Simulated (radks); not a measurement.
Values are calculated unless marked as measured or tabulated.
Valence configurations of F I (all share [He]). Level of theory: scalar-relativistic Kohn-Sham, LDA (Slater exchange, Perdew-Wang correlation), spin-polarised, spherical densities, finite nucleus; open shells are filled with parallel spins first; Fermi nuclear charge, rms radius 2.8976 fm (a radial shooting solver on a logarithmic mesh with Libxc functionals). Energies are relative to 2s2 2p5; eigenvalues in eV for spin up.

valence      E (eV)  moment (Bohr magnetons)    e(2p)    e(2s)
2s2 2p5       0.000                        1  -12.016  -30.389
2s1 2p6      18.310                        1  -12.520  -31.061
2s1.5 2p5.5   9.158                        1  -12.270  -30.727

NIST lists [He] 2s2 2p5 as the ground configuration; this level of theory agrees among the configurations tried. The energies are those of spherical high-spin densities, not of single terms.
